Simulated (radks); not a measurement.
Q: Radial electron density D(r) = 4 pi r^2 rho(r) of an atom or ion with 17 electrons. Method: Dirac Kohn-Sham, PBE, spin-unpolarised, spherical densities, finite nucleus; Fermi nuclear charge, rms radius of each element as measured or else 0.836 A^(1/3) + 0.57 fm; computed with a radial shooting solver on a logarithmic mesh with Libxc functionals.

| r (bohr) | D(r) (e/bohr) |
|---|---|
| 0.003883 | 1.403 |
| 0.004343 | 1.713 |
| 0.004897 | 2.115 |
| 0.005477 | 2.568 |
| 0.006127 | 3.108 |
| 0.006908 | 3.799 |
| 0.007726 | 4.563 |
| 0.008642 | 5.456 |
| 0.009744 | 6.571 |
| 0.0109 | 7.771 |
| 0.01219 | 9.134 |
| 0.01374 | 10.78 |
| 0.01537 | 12.47 |
| 0.01733 | 14.45 |
| 0.01939 | 16.40 |
| 0.02169 | 18.43 |
| 0.02445 | 20.59 |
| 0.02735 | 22.52 |
| 0.03059 | 24.27 |
| 0.03449 | 25.83 |
| 0.03858 | 26.88 |
| 0.04315 | 27.45 |
| 0.04865 | 27.46 |
| 0.05441 | 26.92 |
| 0.06135 | 25.82 |
| 0.06862 | 24.47 |
| 0.07676 | 23.03 |
| 0.08654 | 21.70 |
| 0.0968 | 20.94 |
| 0.1083 | 20.89 |
| 0.1221 | 21.74 |
| 0.1365 | 23.32 |
| 0.154 | 25.54 |
| 0.1722 | 27.64 |
| 0.1926 | 29.23 |
| 0.2172 | 29.76 |
| 0.2429 | 28.79 |
| 0.2717 | 26.34 |
| 0.3063 | 22.39 |
| 0.3426 | 18.08 |
| 0.3832 | 13.93 |
| 0.4321 | 10.45 |
| 0.4833 | 8.547 |
| 0.5449 | 7.989 |
| 0.6095 | 8.453 |
| 0.6817 | 9.228 |
| 0.7686 | 9.691 |
| 0.8597 | 9.350 |
| 0.9616 | 8.198 |
| 1.084 | 6.343 |
| 1.213 | 4.454 |
| 1.356 | 2.784 |
| 1.529 | 1.469 |
| 1.711 | 0.7058 |
| 1.929 | 0.2739 |
| 2.157 | 0.09566 |
| 2.413 | 0.02786 |
| 2.721 | 0.005941 |
| 3.043 | 0.001115 |

What is the nuclear charge?

A: Z = 23. The innermost maximum, from 1s, lies near gamma/Z bohr with gamma = sqrt(1 - (Z/c)^2) = 0.986, here 0.0429 bohr (found: 0.0460), and its height grows with Z. The density is that of the vanadium ion V6+ in [Ne] 3s2 3p5; the configuration itself is not fixed sharply by these data, and Z only to about a unit. D(r) has 3 maxima, at r = 0.0460, 0.214, 0.775 bohr, and minima at 0.103, 0.541 bohr, inside which lie 2.14, 10.39 electrons.
